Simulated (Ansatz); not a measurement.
System: C₅H₉, charge 0, multiplicity 2. It need not be the lowest isomer of its formula. 
Coordinates optimised at B3LYP-D3(BJ)/def2-TZVP (Ansatz, a quantum-chemistry and plane-wave program):
SMILES: [H]/[C]=C(/C)CC
```xyz
14

C      1.7210    -0.6667    -0.2292
C      0.6218     0.0438    -0.2451
C      0.6295     1.5461    -0.1128
C     -0.7387    -0.6196    -0.4029
C     -1.6367    -0.4627     0.8271
H      1.9921    -1.7083    -0.3077
H      0.1131     2.0051    -0.9609
H      1.6457     1.9332    -0.0722
H      0.1057     1.8624     0.7924
H     -1.2349    -0.1785    -1.2747
H     -0.6002    -1.6796    -0.6213
H     -1.8569     0.5849     1.0359
H     -1.1591    -0.8891     1.7111
H     -2.5878    -0.9760     0.6744
```
Charge 0, spin multiplicity 2.

Quantity: atomisation energy (electronic, to ground-state atoms), in kJ/mol. Cores are frozen in the correlated levels unless marked. Open shells are spin-unrestricted. No spin-orbit coupling. Non-relativistic. The coupled-cluster limit lacks core correlation, which all-electron functionals hold. Basis-set limits of correlation are two-point, X^-3; Hartree-Fock from the larger set.

The UHF reference is spin-contaminated (<S^2> 0.17 over the pure value in the largest basis). 

```
level                                program  atomisation energy (kJ/mol)
----------------------------  --------------  ---------------------------
PBE-D3(BJ)/def2-TZVPD         Ansatz + dftd3                       5705.3
BLYP/def2-TZVPD                       Ansatz                          ___
B3LYP-D3(BJ)/def2-TZVPD       Ansatz + dftd3                       5594.0
B3LYP/def2-TZVPD                      Ansatz                       5548.3
PBE0-D3(BJ)/def2-TZVP         Ansatz + dftd3                       5632.5
BHLYP-D3(BJ)/def2-TZVPD       Ansatz + dftd3                       5464.4
r2SCAN0-D4/def2-TZVPD         Ansatz + dftd4                       5550.5
CAM-B3LYP/def2-TZVPD                  Ansatz                          ___
wB97X-V/def2-TZVPD                    Ansatz                       5572.3
PBE-QIDH/def2-TZVPD                   Ansatz                       5556.5
SCS-MP2/cc-pVTZ                       Ansatz                       5459.6
SCS-MP2/cc-pVQZ                       Ansatz                       5540.1
CCSD/6-31G                            Ansatz                          ___
CCSD/cc-pVQZ                          Ansatz                          ___
CCSD(T)/CBS(cc-pVTZ,cc-pVQZ)          Ansatz                       5566.0
```

Fill in the missing entries.


- BLYP/def2-TZVPD, atomisation energy (kJ/mol): 5507.8
- CAM-B3LYP/def2-TZVPD, atomisation energy (kJ/mol): 5582.8
- CCSD/6-31G, atomisation energy (kJ/mol): 4870.7
- CCSD/cc-pVQZ, atomisation energy (kJ/mol): 5445.6
